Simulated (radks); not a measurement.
Problem. Method: scalar-relativistic Kohn-Sham, PBE, spin-polarised, spherical densities, finite nucleus; open shells are filled with parallel spins first; Fermi nuclear charge, rms radius of each element as measured or else 0.836 A^(1/3) + 0.57 fm; computed with a radial shooting solver on a logarithmic mesh with Libxc functionals. Each species is in its NIST ground configuration. Rank Br, Ca, V, Zn, Kr, K, Co, Cu, Ge, As, Fe, Se, Ni, Cr, Sc, Ga, Ti, Mn by Delta-SCF ionisation energy (eV), largest first.

Solution. Kr 14.071, Br 11.850, As 9.900, Zn 9.596, Se 9.517, Cu 8.382, Ge 7.944, Fe 7.836, Co 7.733, Cr 7.396, Mn 7.236, Ni 7.076, Ti 6.705, Sc 6.461, Ca 6.092, V 5.966, Ga 5.873, K 4.467.
